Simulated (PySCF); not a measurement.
Compound: C5H7F3Se.
SMILES: `[C@H]1(CC[Se]1)CC(F)(F)F`

Computed with PySCF at B3LYP/def2-SVPD, non-relativistic, on one gas-phase PBE0-D3(BJ)/def2-SVP geometry that isn't relaxed in the solvent. The solvent is an IEF-PCM continuum (Bondi radii, 1.10 Å for H, scaled by 1.2), and excitations are vertical TDDFT with non-equilibrium linear response and a frozen core. Only the electrostatic response of the medium enters. Spin–orbit coupling is left out although an atom past zinc is present.

Gas-phase singlets (H = HOMO, L = LUMO):

```tsv
state	E (eV)	λ (nm)	f	leading configurations
S1	3.758	330	0.000	H→L 99%
S2	5.376	231	0.021	H→L+1 80%, H→L+2 19%
S3	5.617	221	0.034	H→L+2 79%, H→L+1 19%
S4	5.969	208	0.035	H→L+3 97%
S5	6.066	204	0.052	H-1→L 96%
```

Problem. How does the list change in chloroform (ε = 4.711)?

Solution. 
```
state  E (eV)  λ (nm)      f  leading configurations  change by rank (eV)
   S1   3.824     324  0.000                 H→L 99%               +0.066
   S2   5.359     231  0.041               H→L+1 94%               -0.017
   S3   5.704     217  0.048               H→L+2 90%               +0.087
   S4   6.025     206  0.071               H-1→L 95%               +0.056
   S5   6.057     205  0.054               H→L+3 90%               -0.009
```

Problem. How does the list change in acetonitrile (ε = 35.69)?

Solution. 
| state | E (eV) | λ (nm) | f | leading configurations | change by rank (eV) |
| --- | --- | --- | --- | --- | --- |
| S1 | 3.866 | 321 | 0.000 | H→L 99% | +0.108 |
| S2 | 5.362 | 231 | 0.042 | H→L+1 96% | -0.014 |
| S3 | 5.762 | 215 | 0.048 | H→L+2 91% | +0.145 |
| S4 | 6.029 | 206 | 0.068 | H-1→L 97% | +0.060 |
| S5 | 6.102 | 203 | 0.052 | H→L+3 90% | +0.036 |

Problem. The ground-state energy changes by -0.189 eV from gas to acetonitrile. By how much does the total energy of gas-phase S1 change?

Solution. E(S1) = E(S0) + excitation energy, so it changes by -0.189 + 0.108 = -0.081 eV: it is lowered less than the ground state, which is what a blue shift means. This is the vertical state, with the slow part of the continuum still set for S0.

Problem. How do the frontier levels move from gas to acetonitrile?

Solution. 
```csv
orbital,gas (eV),solvent (eV),change (eV)
LUMO+2,0.26,0.49,+0.23
LUMO+1,0.13,0.26,+0.13
LUMO,-1.17,-0.94,+0.23
HOMO,-6.19,-6.09,+0.10
HOMO-1,-8.18,-7.94,+0.24
HOMO-2,-9.15,-8.87,+0.28
HOMO-3,-9.98,-9.60,+0.38
```

The HOMO–LUMO gap goes from 5.02 to 5.14 eV.

Rough CPU time on one thread of a shared machine: about 2.3 min. This is the whole response run at B3LYP/def2-SVPD in acetonitrile, SCF included.

Conformer computed: `[F:1][C:2]([F:3])([F:4])[CH2:5][C@@H:6]1[CH2:7][CH2:8][Se:9]1`: F1–C2–C5–C6 -59°, C2–C5–C6–C7 -71°.
